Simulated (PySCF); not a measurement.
ORD: `C=C(Cl)/C(Cl)=C/C(F)(F)F`, C$_{5}$H$_{3}$Cl$_{2}$F$_{3}$

Geometry:
```tsv
atom	x (Å)	y (Å)	z (Å)
C1	-2.589	-0.199	0.776
C2	-1.589	0.023	-0.083
Cl3	-1.957	0.471	-1.721
C4	-0.155	-0.077	0.242
Cl5	0.203	-0.555	1.865
C6	0.832	0.176	-0.630
C7	2.298	0.086	-0.333
F8	2.674	0.929	0.632
F9	2.666	-1.140	0.044
F10	2.995	0.396	-1.429
H11	-2.373	-0.481	1.806
H12	-3.627	-0.102	0.457
H13	0.571	0.479	-1.644
```

Level of theory: TDDFT CAM-B3LYP/aug-cc-pVDZ circular dichroism and optical rotation, one conformer, gas phase in PySCF. Geometry: PBE0-D3(BJ)/def2-SVP.

No stereocentre is labelled: unless the shape is locked (an allene, a helicene, a hindered biaryl), the mirror image is equally populated and a measured rotation or CD is zero. Singlets 8 and 9 lie within 0.01 eV of each other, so their separate moments and overlaps can depend on how they mix.

(1) Give the optical rotatory dispersion at 633, 589.3, 546, 436, 405, 365, 355 nm.

(2) And for the mirror image at 589.3 nm?

(3) What is the molar rotation [Φ] = [α]·M/100 of the geometry above at 589.3 nm?

Results:

(1) [α] in deg dm⁻¹ (g/mL)⁻¹:
```csv
λ (nm),origin-invariant length gauge,modified velocity gauge,length gauge (centre of mass),isotropic polarisability (au)
633,-4.8,-4.7,-4.8,96.7
589.3,-5.8,-5.7,-5.8,97.3
546,-7.1,-7.0,-7.1,98.0
436,-14.1,-13.9,-14.1,101.4
405,-18.2,-18.0,-18.2,103.1
365,-27.2,-26.8,-27.2,106.3
355,-30.6,-30.1,-30.6,107.4
```

(2) +5.8 deg dm⁻¹ (g/mL)⁻¹ (origin-invariant length gauge): the same size and the opposite sign.

(3) With M = 190.97 g/mol, -11.0 deg cm² dmol⁻¹ (origin-invariant length gauge).

The first excitation lies at 5.41 eV (229 nm) with R = -1.7 × 10⁻⁴⁰ esu² cm² (velocity form).
